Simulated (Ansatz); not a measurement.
One change: `BBr` becomes `BF`.

Ansatz, PBE0-D4/def2-TZVP geometries, multiplicity 1. 

Scalar relativity is left out up to krypton.

| property | `BBr` |
| --- | --- |
| HOMO–LUMO gap (ωB97M-V/def2-TZVPP) / eV | 10.44 |
| LUMO energy (B3LYP/def2-TZVPP) / eV | -2.21 |
| HOMO energy (PBE/def2-TZVPP) / eV | -6.95 |
| HOMO energy (B3LYP/def2-TZVPP) / eV | -7.98 |
| size of the dipole moment (ωB97M-V/def2-TZVPP) / D | 0.58 |
| LUMO energy (PBE0/def2-TZVPP) / eV | -2.01 |

Give the same properties after the change, and the shifts. (Estimate.)

The calculation gave: 
```tsv
property	`BF`	shift
HOMO–LUMO gap (ωB97M-V/def2-TZVPP) / eV	12.48	2.04
LUMO energy (B3LYP/def2-TZVPP) / eV	-1.45	0.76
HOMO energy (PBE/def2-TZVPP) / eV	-7.74	-0.79
HOMO energy (B3LYP/def2-TZVPP) / eV	-9.14	-1.16
size of the dipole moment (ωB97M-V/def2-TZVPP) / D	0.71	0.13
LUMO energy (PBE0/def2-TZVPP) / eV	-1.16	0.85
```

With PBE0 the HOMO falls by 1.10 eV and the LUMO rises by 0.85 eV, so the gap widens by about 1.95 eV. PBE moves the HOMO by -0.79 eV and ωB97M-V by -1.25 eV. Dipoles are sizes alone; their direction can turn.

B3LYP here is the variant with VWN-RPA as its local correlation; programs differ in this.

Spin–orbit coupling is left out; it splits and shifts lone-pair levels of the heavy atoms by tenths of an eV.
